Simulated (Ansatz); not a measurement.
Mo(O)(S)(F)(NH2) (FH2MoNOS), SMILES [NH2][Mo](=[O])([F])=[S], multiplicity 1.

Geometry: B3LYP-D3(BJ)/def2-SVP. The spin state was assumed, not searched. The structure was generated by enumeration; whether it is a known compound was not checked. The def2 effective core potentials stand for the cores of Mo; spin–orbit coupling is left out. The values are those of a single conformer.

Two levels are set side by side: PBE/def2-SVPD (Ansatz, a first-principles code) and PBE0/def2-SVPD (Ansatz). Energy differences of separate SCF runs at the same geometry; the states with an electron removed or added have multiplicity 2 and 2. Differences are taken from unrounded values.

```tsv
quantity	PBE0
vertical ionisation energy (eV)	9.95
vertical electron affinity (eV)	1.38
vertical singlet–triplet gap (eV)	2.52
```

Q: What does PBE give, and how far is it from PBE0? (Estimate from the structure and the level; the computed values follow.)

A: 
```tsv
quantity	PBE	PBE minus PBE0
vertical ionisation energy (eV)	9.77	-0.18
vertical electron affinity (eV)	0.95	-0.43
vertical singlet–triplet gap (eV)	2.85	0.33
```
